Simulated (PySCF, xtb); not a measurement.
AlClH₄O₂SSi, SMILES [S]([Al]([OH])[OH])[SiH2]Cl. The values are those of a single conformer.

Harmonic wavenumbers (cm⁻¹) from GFN2-xTB (xtb) at its own minimum, in rising order: 41, 128, 138, 165, 185, 213, 222, 300, 333, 350, 355, 363, 367, 466, 545, 605, 685, 769, 794, 984, 2303, 2334, 3826, 3829.

Q: What does PBE-D3(BJ)/def2-SVP (PySCF) give at its own minimum? (An estimate is asked for; the answer gives what the named calculation found.)

A: 42, 99, 143, 174, 180, 204, 224, 254, 270, 394, 453, 554, 557, 585, 609, 617, 775, 806, 914, 934, 2186, 2199, 3807, 3824. Paired by order, the mean absolute difference is 61 cm⁻¹ and the zero-point energies are 29.0 and 29.7 kcal/mol.
